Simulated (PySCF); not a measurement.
Atoms are numbered as in `[BH2:1][O:2][BH:3][NH:4][SiH3:5]`; H(Xn) means a hydrogen on atom n.

PySCF calculation with GIAO KT3/pcSseg-2 shieldings and coordinates at the PBE0-D3(BJ)/def2-SVP level; fast rotation and ring inversion assumed for equivalent nuclei, one conformer, no solvent model, relativity neglected.

Referencing at the same level of theory: ¹H (31.35 ppm) and ²⁹Si (358.24 ppm) vs TMS; ¹¹B (98.64 ppm) vs BF3·OEt2; H2O for ¹⁷O (323.80 ppm); ¹⁵N (258.71 ppm) vs NH3.

| atoms | nucleus | count | δ (ppm) |
| --- | --- | --- | --- |
| O2 | ¹⁷O | 1 | 274.8 |
| B1 | ¹¹B | 1 | 40.0 |
| H(B1) | ¹H | 2 | ? |
| N4 | ¹⁵N | 1 | ? |
| Si5 | ²⁹Si | 1 | ? |
| B3 | ¹¹B | 1 | 25.0 |
| H(N4) | ¹H | 1 | 2.45 |
| H(Si5) | ¹H | 3 | 4.69 |
| H(B3) | ¹H | 1 | 4.61 |

**Question.** Complete the table.

**Answer.** 
- H(B1): 5.20 ppm, hydrogen on a boron bonded to O
- N4: 81.1 ppm, nitrogen bonded to B, Si, H
- Si5: -51.7 ppm, silicon bonded to N, 3 H

Exchangeable OH/NH protons stand at their gas-phase positions; hydrogen bonding in a real sample shifts them, mostly to higher δ. Hydrogens on boron are broadened and split by ¹¹B (spin 3/2, 80 %) and 10B (spin 3). Unscaled 17O shifts of doubly bonded oxygen tend to come out too high, by tens of ppm or more. Experimental scales use liquid or dissolved standards, which lie at an offset from isolated NH3 (liquid NH3: subtract about 20 ppm) and H2O (liquid H2O: subtract about 36 ppm).
